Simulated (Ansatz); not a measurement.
```yaml
crystal:
  periodic: [false, false, false]
  atoms:
    - {symbol: F, position_ang: [0.956130, -2.891298, 1.489862]}
    - {symbol: Au, position_ang: [0.412771, -1.248197, 0.643216]}
    - {symbol: P, position_ang: [-0.189328, 0.572512, -0.295001]}
    - {symbol: F, position_ang: [-1.362905, 0.517351, -1.293722]}
    - {symbol: F, position_ang: [0.850249, 1.322086, -1.152429]}
    - {symbol: F, position_ang: [-0.666916, 1.727556, 0.608074]}
basis:
  gaussian: {orbitals: ANO-RCC-VTZP, point_charges: [{charge: 0.50, position_ang: [3.533, -0.805, 0.244]}]}
magnetization: {spin_polarized: true, initial_magnetization: 3}
hamiltonian: {xc: {name: revPBE}, dispersion: d4}
output: {forces: true}
```

```sh
$ ansatz run in.yaml --threads 4 --pin off --events-out ev --progress --plain --max-ram 10444MiB
```

Output, abridged:

```
Error: a molecule whose nuclei and cores have a total charge of 130 cannot have a net charge of 0 together with 3 unpaired electrons
```

(1) Something in this input is off. What?

Results:

(1) The number of unpaired electrons doesn't fit the electron count. The program refused the input.
